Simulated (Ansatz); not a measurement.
`CN(C)[SiH]([SiH3])Cl` → `CN(C)[SiH3]` + `[SiH]Cl` at 400 K and 1 bar (silylene formation by 1,1-elimination).

Computed with Ansatz on PBE0-D4/def2-TZVP structures; ΔE is electronic, products minus reactants. CCSD(T)/CBS is the MP2 limit (def2-TZVPP, def2-QZVPP) plus CCSD(T) − MP2 in def2-TZVPP, frozen cores. This one scheme is used for every species. One conformer a species, not always the lowest.

| species | CCSD(T)/CBS energy (Eh) | H − E (kJ/mol) | S (J/(mol·K)) |
| --- | --- | --- | --- |
| `CN(C)[SiH]([SiH3])Cl` | -1174.82266 | 357.8 | 470.0 |
| `CN(C)[SiH3]` | -425.29981 | 312.9 | 361.2 |
| `[SiH]Cl` | -749.43948 | 35.1 | 263.9 |

H − E and S are ideal-gas, rigid-rotor, harmonic terms from PBE0-D4/def2-TZVP, for one conformer and one mirror image of each species. 1 Eh = 2625.50 kJ/mol, R = 8.31446 J/(mol·K).

**Question.** By hand: ΔE, ΔH, ΔS and ΔG.

**Answer.** ΔE = (-425.29981) + (-749.43948) − (-1174.82266) = 0.08337 Eh = 218.9 kJ/mol. Δ(H − E) = 312.9 + 35.1 − 357.8 = -9.8, so ΔH = 209.1 kJ/mol. ΔS = 361.2 + 263.9 − 470.0 = 155.1 J/(mol·K). ΔG = 209.1 − 400 × (155.1)/1000 = 147.1 kJ/mol.

**Question.** By hand: the equilibrium constant, and the temperature at which ΔG would vanish if ΔH and ΔS stayed fixed.

**Answer.** log₁₀ K = −ΔG/(RT ln 10) = -19.2. ΔG = 0 at ΔH/ΔS = 1348 K.

The number of gas molecules changes by +1, which sets the sign of ΔS. A doubt of 5 kJ/mol in ΔE shifts log₁₀ K by 0.7 here. Other conformers and mirror images would add mixing entropy, several J/(mol·K) or more a flexible species. Modes under 60 cm⁻¹, often nearly free rotors, make the harmonic entropy too high. These are equilibria of isolated gas molecules and say nothing of rates. Largest T1 diagnostic: 0.013 (customary marks: 0.02 for closed shells, 0.045 for open ones).
